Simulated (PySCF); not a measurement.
An unknown is described by computed data only.

Elements present: C and H. Monoisotopic mass: 118.0783 u.

| Property | Result |
| --- | --- |
| UV, strongest line | among the 10 lowest singlet transitions: S5 at 6.43 eV (193 nm, f = 0.360) [TDDFT PBE0/def2-SVPD] |
| 13C NMR | chemical shifts (computed TMS as zero) by class: 143.2 (1 C), 141.3 (1 C), 140.4 (1 C), 135.6 (1 C), 133.7 (1 C), 131.8 (1 C), 130.1 (1 C), 121.3 (1 C), 22.2 (1 C) ppm [GIAO PBE0/pcSseg-1] |
| Triplet | lowest triplet excitation (Tamm–Dancoff): 3.20 eV [TDA PBE0/def2-SVPD] |
| Rotational structure | rotational constants A, B, C: 2.508, 1.539, 0.967 GHz [PBE0-D3(BJ)/def2-SVP] |
| Valence photoelectron | vertical ionisation energy: 8.21 eV [ΔSCF PBE0/def2-SVPD] |
| 1H NMR | chemical shifts (computed TMS as zero) by class: 7.66 (1 H), 7.31 (1 H), 7.27 (1 H), 7.24 (1 H), 7.02 (1 H), 5.95 (1 H), 5.55 (1 H), 2.33 (3 H) ppm [GIAO PBE0/pcSseg-1] |
| Dipole | 0.40 D [PBE0/def2-SVPD] |
| UV, first state | lowest singlet excitation: 4.81 eV (258 nm, f = 0.086) [TDDFT PBE0/def2-SVPD] |

Electronic properties: PySCF, gas phase, density fitting. Levels stand in brackets. Isolated species at its PBE0-D3(BJ)/def2-SVP geometry (one conformer only). Each NMR value is the plain mean over a class of atoms that symmetry, rotation or inversion makes alike.

Task: Which formula fits the mass and the elements?

Result: C9H10 (calculated 118.0783). No other formula that holds each of these elements comes within 0.0003 u with a fitting electron parity and a possible valence count.

Task: Give a SMILES that accounts for the data.

Result: Numbering: `[CH2:1]=[CH:2][c:3]1[cH:4][cH:5][cH:6][cH:7][c:8]1[CH3:9]`. Its formula, C9H10, gives 5 degrees of unsaturation: 1 ring and 4 π bonds in the structure found (Kekulé form). 9 carbons fall into 9 classes; from least to most shielded: alkene CH carbon [C2] (143.2 ppm), substituted aromatic carbon [C3] (141.3 ppm), substituted aromatic carbon [C8] (140.4 ppm), aromatic CH carbon [C7] (135.6 ppm), aromatic CH carbon [C6] (133.7 ppm), aromatic CH carbon [C5] (131.8 ppm), aromatic CH carbon [C4] (130.1 ppm), terminal =CH2 carbon [C1] (121.3 ppm), benzylic-type carbon [C9] (22.2 ppm). Hydrogen classes from least to most shielded: 1 H on an aromatic CH carbon, C4 (7.66 ppm), 1 H on an aromatic CH carbon, C5 (7.31 ppm), 1 H on an aromatic CH carbon, C6 (7.27 ppm), 1 H on an aromatic CH carbon, C7 (7.24 ppm), 1 H on an alkene CH carbon, C2 (7.02 ppm), 1 H on a terminal =CH2 carbon, C1 (5.95 ppm), 1 H on a terminal =CH2 carbon, C1 (5.55 ppm), 3 H on a benzylic-type carbon, C9 (2.33 ppm, a mean of values up to 0.5 ppm apart in this geometry). The first electron is taken from the HOMO, whose largest Löwdin shares are 0.19 on the terminal =CH2 carbon, 0.16 on a substituted aromatic carbon, 0.15 on an aromatic CH carbon and 0.13 on the alkene CH carbon. The optimised geometry has point group C1 and is an asymmetric top. Structure: 2-methylstyrene (`c1ccc(C=C)c(c1)C`). Computed isomers that give other values at the same levels: `C=C(C)/C=C/C1=CC1=C` (lowest singlet excitation: 3.10 eV (400 nm, f = 0.211)); `C#CC#CCC(=C)CC` (rotational constant A: 3.001 GHz; this holds for the one conformer computed); `C=CC1=CC=CCC=C1` (lowest singlet excitation: 4.25 eV (292 nm, f = 0.276)). The assignments are read from this structure; whether some other isomer fits the data as well wasn't checked.

Shape of the structure used: `[CH2:1]=[CH:2][c:3]1[cH:4][cH:5][cH:6][cH:7][c:8]1[CH3:9]`: C1–C2–C3–C4 25°.
